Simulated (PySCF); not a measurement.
# Ti²⁺: excitation energy

Ti²⁺ [Ar] 3d2 (3F) → Ti²⁺ [Ar] 3d1 4s1 (3D), as a difference of total energies. Computed with PySCF 2.14 in aug-cc-pVDZ-DK, with scalar relativity by spin-free X2C-1e. Correlated levels: valence: [Ar] frozen. The calculations carry no spin-orbit coupling.

```json
{"method": "UHF", "excitation energy (cm⁻¹)": "38803"}
{"method": "MP2 (valence)", "excitation energy (cm⁻¹)": "38950"}
{"method": "SCS-MP2 (valence)", "excitation energy (cm⁻¹)": "38852"}
{"method": "CCSD (valence)", "excitation energy (cm⁻¹)": "38961"}
```

With two correlated electrons CCSD is exact in that space.
